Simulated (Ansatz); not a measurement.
Consider the homolysis of the S–Si bond: `O[SiH2]S[SiH2][SiH3]` → `O[SiH2][S]`• + `[SiH2][SiH3]`•.

Isolated molecules relaxed with PBE0-D4/def2-TZVP in Ansatz; ΔE leaves out vibrations. CCSD(T)/CBS adds triple-zeta CCSD(T) − MP2 to the extrapolated MP2 energy (def2 sets, frozen cores). DFT in def2-TZVPP. B3LYP here is the variant with VWN-RPA as its local correlation; programs differ in this. Open shells (•) are unrestricted, without spin–orbit coupling. Each species was taken in one conformer, which may not be the lowest.

`O[SiH2]S[SiH2][SiH3]`:

Cartesian coordinates in Å:
```
O 3.156 0.355 0.046
Si 1.738 1.124 0.337
S 0.440 1.178 -1.359
Si -0.538 -0.698 -0.998
Si -2.323 -0.429 0.489
H 3.122 -0.554 -0.256
H 2.099 2.518 0.662
H 0.996 0.469 1.447
H 0.453 -1.681 -0.471
H -1.015 -1.192 -2.316
H -3.313 0.503 -0.112
H -2.985 -1.735 0.759
H -1.832 0.141 1.771
```

`O[SiH2][S]`•:

Cartesian coordinates in Å:
```
O -0.075 0.725 -1.132
Si 0.174 0.032 0.332
S 0.126 -2.082 0.366
H -0.824 0.422 -1.649
H -0.897 0.371 1.312
H 1.495 0.532 0.770
```

`[SiH2][SiH3]`•:

Z-matrix (Å, degrees):
```
Si
Si 1 2.324
H 1 1.487 2 109.0
H 1 1.490 2 112.7 3 -120.5
H 1 1.487 2 109.0 3 118.9
H 2 1.489 1 114.5 3 56.5
H 2 1.488 1 114.5 3 -175.2
```

```tsv
level	ΔE (eV)	difference from CCSD(T)/CBS
PBE-D4	3.69	-0.17
r2SCAN-D4	3.60	-0.26
B3LYP-D4	3.61	-0.25
ωB97X-V	3.82	-0.04
r2SCAN	3.55	-0.31
B3LYP	3.37	-0.49
HF/def2-TZVPP	2.58	-1.28
MP2/def2-TZVPP	3.92	0.06
CCSD/def2-TZVPP	3.56	-0.30
MP2/def2-QZVPP	4.03	0.17
CCSD(T)/CBS	3.86	0
```

Largest T1 diagnostic among the species: 0.015.

From PBE to PBE0 (25 % exact exchange), in def2-TZVPP and without D4, ΔE moves by +0.04 eV. The D4 term adds +0.24 eV with B3LYP and +0.13 eV with PBE0; it sums over pairs of atoms, weighted by their polarisabilities, and B3LYP, whose exchange is more repulsive, gets the larger term.
